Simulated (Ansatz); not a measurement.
Dichlorosilane + `B[N]([GeH3])C=C` → `C=C[N]([GeH3])[SiH2]Cl` + `BCl`  (redistribution)

Gas-phase electronic energies from Ansatz, PBE0-D4/def2-TZVP geometries. CBS: MP2 limit from def2 TZ/QZ plus the TZ coupled-cluster correction, frozen cores. This one scheme is used for every species. Functionals use def2-TZVPP. B3LYP here is the variant with VWN-RPA as its local correlation; programs differ in this. For Ge outer-core shells are correlated without core-valence functions, which leaves a few kJ/mol of doubt a bond. Scalar relativity is left out up to krypton. One conformer a species, not always the lowest.

| level | ΔE (kJ/mol) | difference from CCSD(T)/CBS |
| --- | --- | --- |
| PBE-D4 | 77.6 | 2.1 |
| r2SCAN-D4 | 77.2 | 1.7 |
| PBE0-D4 | 76.9 | 1.4 |
| B3LYP-D4 | 74.9 | -0.6 |
| ωB97X-V | 74.7 | -0.8 |
| ωB97M-V | 76.8 | 1.3 |
| B2PLYP | 77.8 | 2.3 |
| PBE | 81.9 | 6.4 |
| r2SCAN | 78.8 | 3.3 |
| PBE0 | 81.1 | 5.6 |
| B3LYP | 81.6 | 6.1 |
| HF/def2-TZVPP | 76.1 | 0.6 |
| MP2/def2-TZVPP | 72.6 | -2.9 |
| SCS-MP2/def2-TZVPP | 72.7 | -2.8 |
| CCSD/def2-TZVPP | 73.8 | -1.7 |
| CCSD(T)/def2-TZVPP | 73.2 | -2.3 |
| HF/def2-QZVPP | 76.1 | 0.6 |
| MP2/def2-QZVPP | 73.9 | -1.6 |
| SCS-MP2/def2-QZVPP | 74.1 | -1.4 |
| HF/CBS(def2) | 76.1 | 0.6 |
| MP2/CBS(def2) | 74.9 | -0.6 |
| CCSD/CBS(def2) | 76.1 | 0.6 |
| CCSD(T)/CBS | 75.5 | 0 |

Largest T1 diagnostic among the species: 0.013.

The D4 term adds −6.7 kJ/mol with B3LYP and −4.1 kJ/mol with PBE0; it sums over pairs of atoms, weighted by their polarisabilities, and B3LYP, whose exchange is more repulsive, gets the larger term.
